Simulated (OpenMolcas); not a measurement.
Rh2+: moving or changing the point charges

Rh2+ among 4 point charges of -1 e arranged as a tetrahedron (Td), 2.23 Å from the ion.
```
   1.2875    1.2875    1.2875  -1.00
   1.2875   -1.2875   -1.2875  -1.00
  -1.2875    1.2875   -1.2875  -1.00
  -1.2875   -1.2875    1.2875  -1.00
```

```json
{
 "Program": "OpenMolcas 26.06",
 "Method": "CASSCF",
 "Basis": "ANO-RCC-VDZP [6s5p3d1f]",
 "Scalar Hamiltonian": "DKH2, point nucleus",
 "Active space": "7 electrons in 5 orbitals (4d)",
 "State averaging": "2S+1 = 4 even, 10 roots; 2S+1 = 2 even, 40 roots",
 "Spin-orbit coupling": "RASSI with atomic mean-field integrals over the reference wave functions"
}
```

Runs around this geometry, states (labels of Td). Energies in cm-1 above the lowest state or level, χT in cm3 K/mol.

```csv
R (Å),q (e),Ground state,First state of that spin,First gap with spin-orbit (degeneracies),χT at 300 K,First state of another spin
2.23,-0.8,4A2,4T2 1205,"875.4 (4, 4)",4.660,2E 15185
2.12,-1,4A2,4T2 1774,"1359 (4, 4)",4.308,2E 15472
2.23,-1,4A2,4T2 1452,"1081 (4, 4)",4.496,2E 15322
2.48,-1,4A2,4T2 935.1,"659.3 (4, 4)",4.866,2E 15017
```

Taking the first state of the same spin as R^-n, n = -ln(935.1 / 1774) / ln(2.48 / 2.12) = 4.1 between the shortest and longest distance.

Scaling the charges by -0.8 / -1 = 0.80 scales the first state of the same spin by 1205 / 1452 = 0.83; with fixed orbitals a first-order splitting would follow the charge.

Without dynamic correlation the repulsion within the d shell is too large (B by tens of per cent), so at a given field states of lower spin stand too high. The ground term spreads over less than 5000 cm-1, several times less than with real ligands, so orbital moments are less quenched and χT lies further from the spin-only value than at real sites. Spin-orbit coupling mixes the spin-free states strongly: the lowest level takes only 59 % from its leading state, 4A2 (figures for R = 2.23, q = -0.8; the like holds for R = 2.12, q = -1, R = 2.23, q = -1, R = 2.48, q = -1). This is an electrostatic model: the charges have no orbitals. No measured value stands beside these numbers.
